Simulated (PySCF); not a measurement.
This PySCF input asks for the NMR shieldings of SMILES CCc1ccpc(C)p1, C7H10P2; the geometry comes from PBE0-D3(BJ)/def2-SVP.

```python
import basis_set_exchange as bse
import numpy as np
from pyscf import gto, scf
from pyscf.prop import nmr

atoms = """
C    -2.444572   -1.068317    1.280674
C    -1.945242   -0.065779    0.243529
C    -0.470057    0.226901    0.388201
C    -0.063880    1.154280    1.348535
C     1.244063    1.521685    1.648416
P     2.724093    0.953280    0.949102
C     2.208231   -0.214266   -0.237051
C     3.310289   -0.912262   -1.002401
P     0.588687   -0.683729   -0.661112
H    -1.911582   -2.026908    1.183163
H    -2.277058   -0.699064    2.304348
H    -3.521422   -1.261172    1.159527
H    -2.509986    0.877633    0.333996
H    -2.148470   -0.455551   -0.767585
H    -0.860849    1.651679    1.917662
H     1.374440    2.281969    2.426817
H     4.142798   -0.229195   -1.232063
H     2.941402   -1.336558   -1.948913
H     3.727810   -1.744749   -0.411658
"""
names = dict.fromkeys(["C", "P", "H"], "pcSseg-1")
basis = {el: gto.basis.parse(bse.get_basis(n, elements=[el], fmt="nwchem")) for el, n in names.items()}
mol = gto.M(atom=atoms, basis=basis, charge=0, verbose=0)
mf = scf.RHF(mol)
mf.conv_tol = 1e-9
mf.kernel()

calc = nmr.RHF(mf)   # GIAO
C = mf.mo_coeff
Co = C[:, mf.mo_occ > 0]
resp = mf.gen_response(singlet=True, hermi=2)
def vind(x):   # induced exchange potential for any number of trial vectors
    d = np.einsum("pi,xij,qj->xpq", C, 2 * x.reshape(-1, C.shape[1], Co.shape[1]), Co, optimize=True)
    return np.einsum("xpq,pi,qj->xij", resp(d - d.transpose(0, 2, 1)), C, Co, optimize=True).ravel()
mo1, _ = nmr.rhf.solve_mo1(calc, with_cphf=vind)
sigma = calc.kernel(mo1)
for i, s in enumerate(sigma):   # ppm
    w = np.linalg.eigvalsh((s + s.T) / 2)
    print("%2d %-2s iso %8.1f  s11 %8.1f  s22 %8.1f  s33 %8.1f" % (i, mol.atom_pure_symbol(i), w.mean(), *w))
```

Q: What are the results?

A: 
```
 0 C  iso    167.6  s11    156.3  s22    157.0  s33    189.4
 1 C  iso    158.7  s11    147.7  s22    151.2  s33    177.1
 2 C  iso     -2.2  s11   -170.7  s22    -23.7  s33    188.0
 3 C  iso     47.0  s11    -72.5  s22     38.3  s33    175.2
 4 C  iso     20.6  s11   -154.2  s22     34.9  s33    181.1
 5 P  iso     84.0  s11   -216.3  s22    -28.0  s33    496.3
 6 C  iso    -41.4  s11   -298.1  s22    -27.9  s33    201.6
 7 C  iso    165.1  s11    153.4  s22    153.7  s33    188.1
 8 P  iso     70.3  s11   -185.6  s22    -44.4  s33    441.0
 9 H  iso     30.5  s11     25.9  s22     30.2  s33     35.6
10 H  iso     30.5  s11     25.4  s22     30.0  s33     35.9
11 H  iso     30.2  s11     25.9  s22     26.2  s33     38.4
12 H  iso     29.0  s11     24.6  s22     27.7  s33     34.6
13 H  iso     28.8  s11     23.8  s22     28.6  s33     33.9
14 H  iso     23.5  s11     18.2  s22     23.2  s33     29.1
15 H  iso     22.5  s11     19.8  s22     20.9  s33     27.0
16 H  iso     28.4  s11     22.9  s22     28.1  s33     34.2
17 H  iso     28.6  s11     23.2  s22     28.9  s33     33.7
18 H  iso     28.5  s11     24.8  s22     25.8  s33     34.9
```

These numbers come from an equivalent density-fitted implementation of the same equations, which agrees with the script to about 0.01 ppm for H and up to a few tenths of a ppm for heavy atoms, so last digits may differ.

Q: Turn these shieldings into chemical shifts. Scale: 13C (σref 190.85), 1H (σref 31.69) vs TMS; 31P (σref 356.22) against H3PO4 (reference shieldings calculated alike).

A: Averaging equivalent atoms: C 6: 232.3; C 2: 193.0; C 4: 170.3; C 3: 143.8; C 1: 32.2; C 7: 25.8; C 0: 23.3; P 8: 285.9; P 5: 272.2; H 15: 9.14; H 14: 8.20; H 16/17/18: 3.19; H 12/13: 2.80; H 9/10/11: 1.29 ppm. Experimental scales use liquid or dissolved standards, which lie at an offset from isolated H3PO4.

Size and cost of the density-fitted run: 217 basis functions, 23 s wall time on 1 thread of an Arm Neoverse V1, shared host; peak memory 1.1 GiB.
